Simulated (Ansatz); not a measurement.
`Cl[SiH2][SeH]` → H• + `Cl[SiH][SeH]`•  (homolysis of the H–Si bond)

Isolated molecules relaxed with PBE0-D4/def2-TZVP in Ansatz; ΔE leaves out vibrations. CCSD(T)/CBS adds triple-zeta CCSD(T) − MP2 to the extrapolated MP2 energy (def2 sets, frozen cores). This one scheme is used for every species, atoms too. Functionals use def2-TZVPP. HSE06 is defined as in plane-wave codes. No spin–orbit coupling; open shells (•) take unrestricted orbitals. For Se outer-core shells are correlated without core-valence functions, so the limit isn't a true one: a few kJ/mol of doubt a bond, and 10 to 20 or more in all where bonds break to atoms. Scalar relativity is left out up to krypton. One conformer a species, not always the lowest.

CCSD(T)/CBS gives +94.0 kcal/mol.

Question: Another level gave +91.5 kcal/mol. Which?
A. PBE/def2-TZVPP
B. HSE06/def2-TZVPP
C. CAM-B3LYP/def2-TZVPP
D. r2SCAN0-D4/def2-TZVPP

Answer: C. CAM-B3LYP 91.5, HSE06 87.3, PBE 85.1, r2SCAN0-D4 88.4 kcal/mol.

Largest T1 diagnostic among the species: 0.012.

At CCSD(T), def2-SVP lies −5.4 kcal/mol from the extrapolated value and def2-TZVPP −1.8 kcal/mol: correlation converges slowly with the basis, and small sets miss more of it in the bonded molecule than in its fragments. From PBE to PBE0 (25 % exact exchange), in def2-TZVPP and without D4, ΔE moves by +2.2 kcal/mol.
